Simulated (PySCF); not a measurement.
Isomers of C3H12O3SSi2, mass 184.005 u with the commonest isotopes. Theory: PBE0/pcSseg-1 in PySCF (dipole) on a GFN2-xTB geometry, gas phase. One conformer each, none proved a minimum here; rigid rotors.

Problem. Order these by rotational constant C, largest first.
A. `[CH3:1][O:2][C:3]([SiH3:4])([SiH3:5])[O:6][S@@:7]([CH3:8])=[O:9]` with C1–O2–C3–Si4 48°, O2–C3–O6–S7 -77°, C3–O6–S7–C8 -129°
B. `[CH3:1][SiH2:2][O:3][SiH2:4][CH2:5][S:6]([CH3:7])(=[O:8])=[O:9]` with C1–Si2–O3–Si4 -11°, Si2–O3–Si4–C5 -178°, O3–Si4–C5–S6 178°, Si4–C5–S6–C7 178°
C. `[CH3:1][C@@H:2]([SiH2:3][SiH2:4][OH:5])[S:6]([CH3:7])(=[O:8])=[O:9]` with C1–C2–Si3–Si4 72°, C2–Si3–Si4–O5 -12°, Si3–Si4–O5–H 42°, C1–C2–S6–C7 85°

Solution. A (735.6 MHz), C (719.7 MHz), B (364.3 MHz).

Problem. Order these by out-of-plane moment Σ m c² = (Ia + Ib − Ic)/2, smallest first.
A. `[CH3:1][SiH2:2][O:3][SiH2:4][CH2:5][S:6]([CH3:7])(=[O:8])=[O:9]` with C1–Si2–O3–Si4 -11°, Si2–O3–Si4–C5 -178°, O3–Si4–C5–S6 178°, Si4–C5–S6–C7 178°
B. `[CH3:1][C@@H:2]([SiH2:3][SiH2:4][OH:5])[S:6]([CH3:7])(=[O:8])=[O:9]` with C1–C2–Si3–Si4 72°, C2–Si3–Si4–O5 -12°, Si3–Si4–O5–H 42°, C1–C2–S6–C7 85°
C. `[CH3:1][O:2][C:3]([SiH3:4])([SiH3:5])[O:6][S@@:7]([CH3:8])=[O:9]` with C1–O2–C3–Si4 48°, O2–C3–O6–S7 -77°, C3–O6–S7–C8 -129°
D. `[CH3:1][O:2][Si:3]([O:4][CH3:5])([O:6][CH3:7])[S:8][SiH3:9]` with C1–O2–Si3–O4 166°, O2–Si3–O4–C5 -57°, O2–Si3–O6–C7 -65°, O2–Si3–S8–Si9 -148°

Solution. A (59.21 u·Å²), B (136.28 u·Å²), C (177.02 u·Å²), D (218.98 u·Å²).

Problem. Order these by rotational constant A, largest first.
A. `[CH3:1][SiH2:2][O:3][SiH2:4][CH2:5][S:6]([CH3:7])(=[O:8])=[O:9]` with C1–Si2–O3–Si4 -11°, Si2–O3–Si4–C5 -178°, O3–Si4–C5–S6 178°, Si4–C5–S6–C7 178°
B. `[CH3:1][C@@H:2]([SiH2:3][SiH2:4][OH:5])[S:6]([CH3:7])(=[O:8])=[O:9]` with C1–C2–Si3–Si4 72°, C2–Si3–Si4–O5 -12°, Si3–Si4–O5–H 42°, C1–C2–S6–C7 85°
C. `[CH3:1][O:2][C:3]([SiH3:4])([SiH3:5])[O:6][S@@:7]([CH3:8])=[O:9]` with C1–O2–C3–Si4 48°, O2–C3–O6–S7 -77°, C3–O6–S7–C8 -129°
D. `[CH3:1][O:2][Si:3]([O:4][CH3:5])([O:6][CH3:7])[S:8][SiH3:9]` with C1–O2–Si3–O4 166°, O2–Si3–O4–C5 -57°, O2–Si3–O6–C7 -65°, O2–Si3–S8–Si9 -148°

Solution. A (3093 MHz), B (1481 MHz), C (1320 MHz), D (1100 MHz).

| SMILES | point group | Ia (u·Å²) | Ib (u·Å²) | Ic (u·Å²) | κ | μa (D) | μb (D) | μc (D) |
| --- | --- | --- | --- | --- | --- | --- | --- | --- |
| C[SiH2]O[SiH2]CS(C)(=O)=O | C1 | 163.40 | 1342.11 | 1387.08 | -0.99 | 0.92 | 3.47 | 0.64 |
| COC([SiH3])([SiH3])O[S@@](C)=O | C1 | 382.76 | 658.33 | 687.05 | -0.89 | 0.94 | 3.54 | 0.67 |
| CO[Si](OC)(OC)S[SiH3] | C1 | 459.39 | 678.54 | 699.97 | -0.88 | 1.27 | 1.17 | 0.62 |
| C[C@@H]([SiH2][SiH2]O)S(C)(=O)=O | C1 | 341.19 | 633.59 | 702.21 | -0.80 | 4.50 | 3.34 | 0.36 |
